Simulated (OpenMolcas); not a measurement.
Computed levels of 3d5 in ions with 23 electrons, in cm-1 above 6S 5/2.

| Property | Result |
| --- | --- |
| Program | OpenMolcas 26.06 |
| Method | RASSCF |
| Basis | ANO-RCC-VQZP |
| Scalar Hamiltonian | DKH2, point nucleus |
| Spin-orbit coupling | RASSI with atomic mean-field integrals over the reference wave functions, term energies averaged over their components |

Active space for each ion: 11 electrons in 8 orbitals (RAS1 3p, at most 2 holes; RAS2 3d).

```json
{"Level": "4G 5/2", "Fe3+": "38411", "Ni5+": "48086", "Cu6+": "52663"}
{"Level": "4G 7/2", "Fe3+": "38442", "Ni5+": "48173", "Cu6+": "52798"}
{"Level": "4G 11/2", "Fe3+": "38452", "Ni5+": "48198", "Cu6+": "52837"}
{"Level": "4G 9/2", "Fe3+": "38462", "Ni5+": "48226", "Cu6+": "52879"}
{"Level": "4P 5/2", "Fe3+": "39303", "Ni5+": "49613", "Cu6+": "54505"}
{"Level": "4P 3/2", "Fe3+": "39354", "Ni5+": "49758", "Cu6+": "54729"}
{"Level": "4P 1/2", "Fe3+": "39398", "Ni5+": "49888", "Cu6+": "54934"}
{"Level": "4D 7/2", "Fe3+": "45422", "Ni5+": "57069", "Cu6+": "62626"}
{"Level": "4D 1/2", "Fe3+": "45477", "Ni5+": "57240", "Cu6+": "62899"}
```

**Question.** Estimate 4G 5/2, 4G 7/2 for Co4+ from its neighbours Fe3+ and Ni5+.

**Answer.** 4G 5/2 is another term, which grows about linearly with the charge: (38411 + 48086) / 2 = 43248. The calculation gives 43249, so the estimate is off by 0 %.
4G 7/2 is another term, which grows about linearly with the charge: (38442 + 48173) / 2 = 43308. The calculation gives 43304, so the estimate is off by 0 %.

Without dynamic correlation excited terms often stand tens of per cent too high (terms of higher spin than the ground term too low), and those without a measured partner can miss by more than the paired ones. Active for correlation alone: 3p; no level in the range computed is led by a configuration that opens it, so any true level of that kind is missing. Only configurations of the active space appear.
